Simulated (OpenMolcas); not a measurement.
## Nb2+: effect of the active space

```yaml
Program: OpenMolcas 26.06
Method: CASSCF
Basis: ANO-RCC-VDZ
Scalar_Hamiltonian: X2C, point nucleus
Spin-orbit_coupling: state interaction with AMFI integrals over the reference wave functions, term energies averaged over their components
```

A. 3 electrons in 5 orbitals (4d); 2S+1 = 4 even, 10 roots; 2S+1 = 2 even, 40 roots kept (CI in the orbitals of an earlier block); cost of the order of 12 core-seconds
B. 3 electrons in 10 orbitals (4d 5d); 2S+1 = 4 even, 10 roots; 2S+1 = 2 even, 35 roots; cost about 19 core-seconds

Energies in cm-1 above 4d3 4F 3/2, the measured ground level; measured values from the list in Shadmi, J. Res. Natl. Bur. Stand. 70A, 435 (1966).

| Level | A | B | Measured |
| --- | --- | --- | --- |
| 4d3 4F 3/2 | 0.0 | 0.0 | 0.0 |
| 4d3 4F 5/2 | 530 | 529 | 516 |
| 4d3 4F 7/2 | 1222 | 1223 | 1177 |
| 4d3 4F 9/2 | 2037 | 2043 | 1939 |
| 4d3 4P 1/2 | 11194 | 10956 | 8664 |
| 4d3 4P 3/2 | 11290 | 11071 | 8608 |
| 4d3 2G 7/2 | 11952 | 11618 | 9236 |
| 4d3 4P 5/2 | 12036 | 11856 | 9594 |
| 4d3 2G 9/2 | 12524 | 12195 | 9804 |
| 4d3 2P 3/2 [52 %] | 15481 | 15051 |  |
| 4d3 2P 1/2 | 15639 | 15267 |  |
| 4d3 2H 9/2 | 15847 | 15381 | 12916 |
| 4d3 2H 11/2 | 16193 | 15753 | 13264 |
| 4d3 2F 7/2 | 26335 | 25583 | 19861 |
| 4d3 2F 5/2 | 26602 | 25891 | 19975 |

Deviations, from unrounded energies. A percentage is the sum of absolute deviations over the sum of measured energies, with the sign that they share, or ± where signs differ.

```csv
Against measurement,Levels,A,B
mean absolute deviation (cm-1),12,2700,2400
fine structure of the ground term (%),3,+4.3,+4.5
other terms of the ground configuration (%),9,+28.6,+25.4
```

B lies closest to measurement on these levels. The largest miss of B in the table is 4d3 2F 5/2, by +5900 cm-1. The ranking rests on the paired levels alone, and a cruder setting can come out closer through cancelling errors.

The spin-orbit steps hold different terms of 4d3 (B lacks a 2D), which shifts levels as well.

Between A and B the level of the table that moves most is 4d3 2F 7/2, by 750 cm-1 (lowest in B, highest in A).

Without dynamic correlation excited terms often stand tens of per cent too high (terms of higher spin than the ground term too low), and those without a measured partner can miss by more than the paired ones. Levels of configurations with an s electron are missing; early in the row they begin among the upper levels of the d shell and mix with terms of their name (holds for A). Terms from blocks run as CI alone lack orbitals of their own (holds for A). Active for correlation alone: 5d; no level in the range computed is led by a configuration that fills it, so any true level of that kind is missing (holds for B). Measured partners are found by configuration, term and J. A level has none where our copy of the source lacks it or the pairing is in doubt (some pairs that miss far off the trend of their configuration count as doubtful), and it then counts in no deviation. Only configurations of the active space appear. The table leaves out levels that lie high or whose names do not pair safely across all columns.

A share in square brackets marks a mixed level and gives the weight of the term that names it, the lowest over the columns.
